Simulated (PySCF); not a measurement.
B₂FH₂O, AlB₂H₄O, B₂H₅O, CH₄AlBO and others (calculated)

Calculation on a computer-drawn molecule: the log of a Hartree-Fock and frozen-core CCSD(T) single point meant for a local Hartree-Fock minimum, with one planted fault or none, to be diagnosed. Offsets are logged minus clean, where the clean run is the same molecule without the fault. The reference is restricted for singlets and unrestricted otherwise, and also for a bond in bohr or an excited solution. Adding or removing an electron swaps singlet and doublet. The excited solution moves the top pair (singlet) or top alpha electron (doublet) to the lowest empty orbital. Highest occupied and lowest empty are orbital energies over both spins, largest force is the largest gradient component, triples share is (T) over the correlation energy, the T1 limit is 0.02 restricted and 0.045 unrestricted, electrons count all cores, a negative frequency is imaginary (commonest isotopes), and the dipole is about the centre of nuclear charge. Program: PySCF 2.14.0.

Common to all runs: logged SCF converged yes; possible faults no fault, one electron removed, one electron added, multiplicity raised by two, geometry at a saddle point, SCF held on an excited solution, minimal basis STO-3G, one bond length entered in bohr, all coordinates scaled.

(1) B₂FH₂O

Logged structure:
```xyz
6
B2FH2O
B     -0.5805    -1.0229     0.9414
O     -2.0384    -1.1656     1.0284
B     -3.2498    -1.2845     1.1009
F     -4.4816    -1.4054     1.1745
H      0.0159    -1.9903     1.2566
H     -0.2237     0.0377     0.5693
```

| Property | Result |
| --- | --- |
| meant charge | 1 |
| meant multiplicity | 1 |
| meant basis | cc-pVDZ |
| logged electrons | 29 |
| logged basis functions | 66 |
| logged spin squared | 0.7689 |
| logged highest occupied | -5.2388 eV |
| logged lowest empty | 2.6427 eV |
| logged largest force | 0.078206 hartree/bohr |
| logged T1 diagnostic | 0.018652 |
| logged D1 diagnostic | 0.075615 |
| logged triples share | 0.025186 |
| logged CC converged | yes |
| logged dipole magnitude | 6.1324 debye |
| logged SCF stable within its kind | yes |
| logged energy HF | -224.82301 hartree |
| logged energy CCSD(T) | -225.38591 hartree |
| planted fault | one electron added |
| HF energy offset from clean run | -101 kcal/mol |
| CCSD(T) energy offset from clean run | -117.7 kcal/mol |

Drawn bonds:
```tsv
atom	other atom	order
1	2	1
2	3	1
3	4	1
1	5	1
1	6	1
```

(2) AlB₂H₄O

Logged structure:
```xyz
8
AlB2H4O
B     -1.9003     1.8104     0.8099
O     -0.5190     1.6702     0.4430
B      0.6658     1.5493     0.1283
Al     2.8208     1.3286    -0.4436
H     -2.4382     0.8118     1.1436
H     -2.7205     3.8837     0.6671
H      2.9692     1.0251    -1.9594
H      3.7487     1.5216     0.7866
```

| Quantity | Value |
| --- | --- |
| meant charge | 1 |
| meant multiplicity | 1 |
| meant basis | cc-pV(D+d)Z |
| logged electrons | 34 |
| logged basis functions | 85 |
| logged spin squared | 0.6858 |
| logged highest occupied | -15.363 eV |
| logged lowest empty | -4.5198 eV |
| logged largest force | 0.023411 hartree/bohr |
| logged T1 diagnostic | 0.067117 |
| logged D1 diagnostic | 0.28983 |
| logged triples share | 0.032138 |
| logged CC converged | yes |
| logged dipole magnitude | 0.53823 debye |
| logged SCF stable within its kind | yes |
| logged energy HF | -368.15298 hartree |
| logged energy CCSD(T) | -368.58425 hartree |
| planted fault | one bond length entered in bohr, row 5 of the drawn bonds |
| HF energy offset from clean run | 82.37 kcal/mol |
| CCSD(T) energy offset from clean run | 81.47 kcal/mol |

Drawn bonds:
```tsv
atom	other atom	order
1	2	1
2	3	1
3	4	1
1	5	1
1	6	1
4	7	1
4	8	1
```

Notes: T1 above single-reference limit.

(3) B₂H₅O

Logged structure:
```xyz
8
B2H5O
B     -2.0219    -0.4478    -1.2454
O     -1.9787     0.2919    -2.3182
B     -1.8051    -0.1484    -3.7812
H     -1.9239    -1.6643    -1.2615
H     -2.1681     0.0844    -0.1486
H     -1.7014    -1.3853    -3.8467
H     -0.7808     0.3936    -4.2304
H     -2.7989     0.2345    -4.4220
```

| Property | Result |
| --- | --- |
| meant charge | -1 |
| meant multiplicity | 1 |
| meant basis | aug-cc-pVDZ |
| logged electrons | 24 |
| logged basis functions | 20 |
| logged spin squared | 0 |
| logged highest occupied | -2.4394 eV |
| logged lowest empty | 15.221 eV |
| logged largest force | 0.03629 hartree/bohr |
| logged T1 diagnostic | 0.02038 |
| logged D1 diagnostic | 0.083368 |
| logged triples share | 0.027322 |
| logged CC converged | yes |
| logged dipole magnitude | 2.5807 debye |
| logged SCF stable within its kind | yes |
| logged energy HF | -125.46454 hartree |
| logged energy CCSD(T) | -125.64507 hartree |
| planted fault | minimal basis STO-3G |
| HF energy offset from clean run | 1094 kcal/mol |
| CCSD(T) energy offset from clean run | 1276 kcal/mol |

Drawn bonds:
```tsv
atom	other atom	order
1	2	1
2	3	1
1	4	1
1	5	1
3	6	1
3	7	1
3	8	1
```

Notes: T1 above single-reference limit.

(4) CH₄AlBO

Logged structure:
```xyz
8
CH4AlBO
B     -3.1637     0.2925     1.5094
O     -2.3548     0.5788     0.4790
C     -2.5746     1.6514    -0.4729
Al    -0.6194     2.2119    -0.4961
H     -4.1663     0.9337     1.6996
H     -2.8432    -0.6131     2.2302
H     -3.3270     2.3446    -0.0820
H     -2.9784     1.2062    -1.3880
```

| Property | Result |
| --- | --- |
| meant charge | 0 |
| meant multiplicity | 1 |
| meant basis | cc-pV(D+d)Z |
| logged electrons | 36 |
| logged basis functions | 85 |
| logged spin squared | 2.009 |
| logged highest occupied | -6.2534 eV |
| logged lowest empty | 0.14188 eV |
| logged largest force | 0.00704 hartree/bohr |
| logged T1 diagnostic | 0.020381 |
| logged D1 diagnostic | 0.082686 |
| logged triples share | 0.029396 |
| logged CC converged | yes |
| logged dipole magnitude | 1.4389 debye |
| logged SCF stable within its kind | yes |
| logged energy HF | -381.60341 hartree |
| logged energy CCSD(T) | -382.09398 hartree |
| planted fault | multiplicity raised by two |
| HF energy offset from clean run | 32.39 kcal/mol |
| CCSD(T) energy offset from clean run | 48.34 kcal/mol |

Drawn bonds:
```tsv
atom	other atom	order
1	2	1
2	3	1
3	4	1
1	5	1
1	6	1
3	7	1
3	8	1
```

(5) CH₄AlBO

Structure as in entry 4.

| Item | Value |
| --- | --- |
| meant charge | 0 |
| meant multiplicity | 1 |
| meant basis | cc-pV(D+d)Z |
| logged electrons | 35 |
| logged basis functions | 85 |
| logged spin squared | 0.7953 |
| logged highest occupied | -15.952 eV |
| logged lowest empty | -6.144 eV |
| logged largest force | 0.035889 hartree/bohr |
| logged T1 diagnostic | 0.019714 |
| logged D1 diagnostic | 0.066514 |
| logged triples share | 0.028753 |
| logged CC converged | yes |
| logged dipole magnitude | 6.5868 debye |
| logged SCF stable within its kind | yes |
| logged energy HF | -381.39841 hartree |
| logged energy CCSD(T) | -381.8799 hartree |
| planted fault | one electron removed |
| HF energy offset from clean run | 161 kcal/mol |
| CCSD(T) energy offset from clean run | 182.7 kcal/mol |

Drawn bonds:
```tsv
atom	other atom	order
1	2	1
2	3	1
3	4	1
1	5	1
1	6	1
3	7	1
3	8	1
```

(6) CH₅BNO

Logged structure:
```xyz
9
CH5BNO
B     -2.8501    -1.4437     0.1652
O     -1.5175    -1.5574     0.0251
C     -0.6630    -0.4944    -0.1532
N     -0.7147     0.5038     0.8314
H     -3.3918    -0.3691     0.1322
H     -3.4734    -2.4562     0.3130
H      0.3335    -0.8349    -0.4074
H     -1.5881     1.0016     0.8322
H      0.0275     1.1678     0.7066
```

| Quantity | Value |
| --- | --- |
| meant charge | 0 |
| meant multiplicity | 2 |
| meant basis | cc-pVDZ |
| logged electrons | 31 |
| logged basis functions | 81 |
| logged spin squared | 0.7865 |
| logged highest occupied | -3.4645 eV |
| logged lowest empty | -0.29347 eV |
| logged largest force | 0.1872 hartree/bohr |
| logged dipole magnitude | 9.411 debye |
| logged SCF stable within its kind | no |
| logged energy HF | -194.60033 hartree |
| planted fault | SCF held on an excited solution |
| HF energy offset from clean run | 104.6 kcal/mol |

Drawn bonds:
```tsv
atom	other atom	order
1	2	1
2	3	1
3	4	1
1	5	1
1	6	1
3	7	1
4	8	1
4	9	1
```

Notes: coupled-cluster numbers left out as unreliable.

(7) CH₅BNO

Structure as in entry 6.

| Item | Value |
| --- | --- |
| meant charge | 0 |
| meant multiplicity | 2 |
| meant basis | cc-pVDZ |
| logged electrons | 30 |
| logged basis functions | 81 |
| logged spin squared | 0 |
| logged highest occupied | -18.013 eV |
| logged lowest empty | -5.4593 eV |
| logged largest force | 0.16176 hartree/bohr |
| logged T1 diagnostic | 0.022573 |
| logged D1 diagnostic | 0.093649 |
| logged triples share | 0.03304 |
| logged CC converged | yes |
| logged dipole magnitude | 4.2575 debye |
| logged SCF stable within its kind | yes |
| logged energy HF | -194.5067 hartree |
| logged energy CCSD(T) | -195.12396 hartree |
| planted fault | one electron removed |
| HF energy offset from clean run | 163.3 kcal/mol |
| CCSD(T) energy offset from clean run | 159.5 kcal/mol |

Drawn bonds:
```tsv
atom	other atom	order
1	2	1
2	3	1
3	4	1
1	5	1
1	6	1
3	7	1
4	8	1
4	9	1
```

Notes: T1 above single-reference limit.

(8) BClH₃OSi

Logged structure:
```xyz
7
BClH3OSi
B     -0.0356     1.6614    -1.8177
O     -0.5860     1.4340    -0.5347
Si    -1.0807     1.1224     0.8906
Cl     0.0208     0.0916     2.1294
H      0.6141     2.6452    -1.9414
H     -0.2815     0.8479    -2.6442
H     -2.3814     1.6046     1.3090
```

| Quantity | Value |
| --- | --- |
| meant charge | 1 |
| meant multiplicity | 1 |
| meant basis | cc-pV(D+d)Z |
| logged electrons | 46 |
| logged basis functions | 89 |
| logged spin squared | 2.0458 |
| logged highest occupied | -12.321 eV |
| logged lowest empty | -8.8411 eV |
| logged largest force | 0.19666 hartree/bohr |
| logged T1 diagnostic | 0.05764 |
| logged D1 diagnostic | 0.35875 |
| logged triples share | 0.029376 |
| logged CC converged | yes |
| logged dipole magnitude | 7.3939 debye |
| logged SCF stable within its kind | yes |
| logged energy HF | -849.35533 hartree |
| logged energy CCSD(T) | -849.87251 hartree |
| planted fault | multiplicity raised by two |
| HF energy offset from clean run | 132.9 kcal/mol |
| CCSD(T) energy offset from clean run | 138.9 kcal/mol |

Drawn bonds:
```tsv
atom	other atom	order
1	2	1
2	3	1
3	4	1
1	5	1
1	6	1
3	7	1
```

Notes: T1 above single-reference limit.

(9) BH₄OSi

Logged structure:
```xyz
7
BH4OSi
B     -1.4652     0.0668     0.0000
O     -0.0977     0.4652     0.0000
Si     1.3916    -0.0001     0.0000
H     -2.2588     0.9450     0.0000
H     -1.6886    -1.1020     0.0000
H      2.4009     1.0465     0.0000
H      1.7178    -1.4212     0.0000
```

| Property | Result |
| --- | --- |
| meant charge | 1 |
| meant multiplicity | 1 |
| meant basis | cc-pV(D+d)Z |
| logged electrons | 30 |
| logged basis functions | 71 |
| logged spin squared | 0 |
| logged highest occupied | -17.808 eV |
| logged lowest empty | -5.3641 eV |
| logged largest force | 2.396e-05 hartree/bohr |
| logged lowest frequency | -124.54 cm⁻¹ |
| logged T1 diagnostic | 0.014341 |
| logged D1 diagnostic | 0.044937 |
| logged triples share | 0.022618 |
| logged CC converged | yes |
| logged dipole magnitude | 3.5251 debye |
| logged SCF stable within its kind | yes |
| logged energy HF | -390.58364 hartree |
| logged energy CCSD(T) | -390.96601 hartree |
| planted fault | withheld |

Drawn bonds:
```tsv
atom	other atom	order
1	2	1
2	3	1
1	4	1
1	5	1
3	6	1
3	7	1
```

(10) BH₆NOSi

Logged structure:
```xyz
10
BH6NOSi
B     -2.8411    -1.3191    -0.3546
O     -1.8360    -1.5705     0.5012
Si    -0.5332    -2.6051     0.6169
N     -0.3326    -3.6989    -0.6756
H     -2.9551    -1.9508    -1.3768
H     -3.6259    -0.4503    -0.0806
H     -0.7439    -3.3781     1.8513
H      0.6577    -1.7434     0.6854
H     -0.0116    -3.3784    -1.5699
H     -0.9543    -4.4779    -0.7858
```

| Quantity | Value |
| --- | --- |
| meant charge | 0 |
| meant multiplicity | 1 |
| meant basis | cc-pV(D+d)Z |
| logged electrons | 41 |
| logged basis functions | 95 |
| logged spin squared | 0.7602 |
| logged highest occupied | 1.7154 eV |
| logged lowest empty | 8.5109 eV |
| logged largest force | 0.10603 hartree/bohr |
| logged T1 diagnostic | 0.013983 |
| logged D1 diagnostic | 0.050501 |
| logged triples share | 0.023621 |
| logged CC converged | yes |
| logged dipole magnitude | 9.1295 debye |
| logged SCF stable within its kind | yes |
| logged energy HF | -446.44568 hartree |
| logged energy CCSD(T) | -447.05969 hartree |
| planted fault | withheld |

Drawn bonds:
```tsv
atom	other atom	order
1	2	1
2	3	1
3	4	1
1	5	1
1	6	1
3	7	1
3	8	1
4	9	1
4	10	1
```

Notes: highest electron not bound in this basis.

## Withheld values
1. Which fault was planted in the run of BH₄OSi (entry 9)?
2. BH₆NOSi (entry 10): planted fault?

Calculated values
1. geometry at a saddle point
2. one electron added

Further results for BH₄OSi (entry 9):

| Quantity | Value |
| --- | --- |
| HF energy offset from clean run | 2.585 kcal/mol |
| CCSD(T) energy offset from clean run | 3.713 kcal/mol |

Further results for BH₆NOSi (entry 10):

| Property | Result |
| --- | --- |
| HF energy offset from clean run | 60.43 kcal/mol |
| CCSD(T) energy offset from clean run | 50.26 kcal/mol |
